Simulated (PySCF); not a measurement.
C3H10ClNSi, SMILES C[C@@H](N)[Si@H](C)Cl.

Geometry optimised at PBE0-D3(BJ)/def2-SVP. The structure was generated by enumeration; whether it is a known compound was not checked. The values are those of a single conformer.

All values below come from PySCF with PBE/def2-TZVP.

Computed frontier levels, gap, dipole moment and polarisability:
```json
{
 "highest_occupied_level": "-5.57 eV",
 "lowest_empty_level": "-0.31 eV",
 "orbital_gap": "5.26 eV",
 "dipole_moment": "3.02 D",
 "quadrupole, principal values (traceless, Buckingham form, about the centre of nuclear charge)": "-5.83, 0.58, 5.25 D·Å",
 "mean_static_polarisability": "85.3 bohr³ (12.65 Å³)",
 "polarisability_principal_values": "78.9, 82.0, 95.2 bohr³"
}
```
